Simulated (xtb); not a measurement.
xtb input (GFN2-xTB):

```bash
xtb mol.xyz --gfn 2 --sp --chrg -1 --uhf 0
```
mol.xyz:
```
12

Si     0.19252048    -1.22453834     0.66676965
O      1.55159005    -0.49248844     0.24625360
Si     1.83402549     1.27291233     0.19005353
O     -1.14009520    -0.74607462    -0.18730853
Si    -1.91170902     0.50697965    -0.88431485
H     -0.14929179    -1.03495633     2.10360774
H      0.30079351    -2.68773956     0.40233897
H      0.61070451     1.62593975    -0.70178885
H      1.03772317     1.63009084     1.47508125
H     -2.02415208     1.70480471    -0.02373689
H     -1.36584830     0.86856321    -2.21195473
H     -3.30960535     0.02685062    -1.13022438
```

End of the output:

```
         :::::::::::::::::::::::::::::::::::::::::::::::::::::
         ::                     SUMMARY                     ::
         :::::::::::::::::::::::::::::::::::::::::::::::::::::
         :: total energy             -17.239708921899 Eh    ::
         :: gradient norm              0.049689215557 Eh/a0 ::
         :: HOMO-LUMO gap              1.996299765334 eV    ::
         ::.................................................::
         :: SCC energy               -17.329840950712 Eh    ::
         :: -> isotropic ES            0.193210353855 Eh    ::
         :: -> anisotropic ES         -0.020763589846 Eh    ::
         :: -> anisotropic XC         -0.010626782433 Eh    ::
         :: -> dispersion             -0.013908095299 Eh    ::
         :: repulsion energy           0.090132028813 Eh    ::
         :: add. restraining           0.000000000000 Eh    ::
         :: total charge              -1.000000000000 e     ::
         :::::::::::::::::::::::::::::::::::::::::::::::::::::

           -------------------------------------------------
          |                Property Printout                |
           -------------------------------------------------

    * Orbital Energies and Occupations

         #    Occupation            Energy/Eh            Energy/eV
      -------------------------------------------------------------
         1        2.0000           -0.6106889             -16.6177
       ...           ...                  ...                  ...
         4        2.0000           -0.4417154             -12.0197
         5        2.0000           -0.3972327             -10.8093
         6        2.0000           -0.3346735              -9.1069
         7        2.0000           -0.3311958              -9.0123
         8        2.0000           -0.3270520              -8.8995
         9        2.0000           -0.2888353              -7.8596
        10        2.0000           -0.2859151              -7.7801
        11        2.0000           -0.2773799              -7.5479
        12        2.0000           -0.2727873              -7.4229
        13        2.0000           -0.2589544              -7.0465
        14        2.0000           -0.2452809              -6.6744
        15        2.0000           -0.1924993              -5.2382
        16        2.0000           -0.1054267              -2.8688 (HOMO)
        17                         -0.0320641              -0.8725 (LUMO)
        18                         -0.0150697              -0.4101
        19                         -0.0142041              -0.3865
        20                          0.0160075               0.4356
        21                          0.0253103               0.6887
        22                          0.0359868               0.9793
        23                          0.0601043               1.6355
        24                          0.0638237               1.7367
        25                          0.1183984               3.2218
        26                          0.1232501               3.3538
        27                          0.1487174               4.0468
       ...                                ...                  ...
        42                          1.0484666              28.5302
      -------------------------------------------------------------
                  HL-Gap            0.0733627 Eh            1.9963 eV
             Fermi-level           -0.0687454 Eh           -1.8707 eV

     #   Z          covCN         q      C6AA      α(0)
     1  14 Si       3.604     0.596    95.720    18.788
     2   8 O        1.527    -0.542    23.907     6.595
     3  14 Si       2.674     0.236   187.166    30.045
     4   8 O        1.539    -0.477    22.496     6.398
     5  14 Si       3.585     0.520    97.844    19.013
     6   1 H        0.910    -0.167     8.612     4.591
     7   1 H        0.910    -0.197    10.579     5.088
     8   1 H        0.876    -0.261    16.922     6.440
     9   1 H        0.877    -0.276    18.883     6.803
    10   1 H        0.914    -0.130     6.727     4.057
    11   1 H        0.913    -0.135     6.974     4.131
    12   1 H        0.907    -0.167     8.610     4.590

 Mol. C6AA /au·bohr⁶  :       4222.475136
 Mol. C8AA /au·bohr⁸  :     160165.833141
 Mol. α(0) /au        :        116.539141

Wiberg/Mayer (AO) data.
largest (>0.10) Wiberg bond orders for each atom

 ---------------------------------------------------------------------------
     #   Z sym  total        # sym  WBO       # sym  WBO       # sym  WBO
 ---------------------------------------------------------------------------
     1  14 Si   4.143 --     2 O    1.462     4 O    0.940     6 H    0.860
                             7 H    0.843
     2   8 O    2.171 --     1 Si   1.462     3 Si   0.567
     3  14 Si   2.350 --     9 H    0.879     8 H    0.828     2 O    0.567
     4   8 O    2.294 --     5 Si   1.179     1 Si   0.940
     5  14 Si   3.982 --     4 O    1.179    10 H    0.884    11 H    0.882
                            12 H    0.872
     6   1 H    0.972 --     1 Si   0.860
     7   1 H    0.961 --     1 Si   0.843
     8   1 H    0.932 --     3 Si   0.828
     9   1 H    0.924 --     3 Si   0.879
    10   1 H    0.983 --     5 Si   0.884
    11   1 H    0.982 --     5 Si   0.882
    12   1 H    0.971 --     5 Si   0.872
 ---------------------------------------------------------------------------

Topologies differ in total number of bonds
Writing topology from bond orders to xtbtopo.mol

molecular dipole:
                 x           y           z       tot (Debye)
 q only:       -0.424      -0.111      -0.426
   full:       -1.776      -0.923      -0.162       5.104
molecular quadrupole (traceless):
                xx          xy          yy          xz          yz          zz
 q only:       -0.415      -0.303      -1.796      -3.167      -0.980       2.212
  q+dip:       -8.136      -6.490      -1.577      -5.182       1.054       9.713
   full:      -11.102      -7.403       1.867      -3.058       0.057       9.235

           -------------------------------------------------
Note: The following floating-point exceptions are signalling: IEEE_UNDERFLOW_FLAG IEEE_DENORMAL
normal termination of xtb
          | TOTAL ENERGY              -17.239708921899 Eh   |
          | GRADIENT NORM               0.049689215557 Eh/α |
          | HOMO-LUMO GAP               1.996299765334 eV   |
           -------------------------------------------------

------------------------------------------------------------------------
------------------------------------------------------------------------
 total:
 SCF:
```

It need not be the lowest isomer of its formula. Whether it binds its extra electron was not tested at this geometry.
